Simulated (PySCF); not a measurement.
# Correlation energy of Co (cobalt, neutral)

[Ar] 3d6 4s2 4p1, one real determinant (an excited configuration). Calculation: PySCF 2.14, in aug-cc-pVTZ-DK (8s7p5d3f2g, 93 functions); the spin-free X2C one-electron Hamiltonian (Gaussian nucleus). Frozen: [Ar]; 9 electrons correlated.

MP2 pair energies summed by pair of shells (mhartree):

```csv
pair,energy,share (%)
3d-3d,-122.64,59.8
3d-4s,-42.05,20.5
4s-4s,-17.55,8.6
4s-4p,-15.49,7.6
3d-4p,-7.21,3.5
```

Total MP2 correlation energy: -204.94 mhartree.

Same-spin part -93.10 and opposite-spin part -111.84 mhartree; SCS-MP2 scales them by 1/3 and 6/5 to -165.24 mhartree.

The reference is one real determinant that mixes LS terms of this configuration.
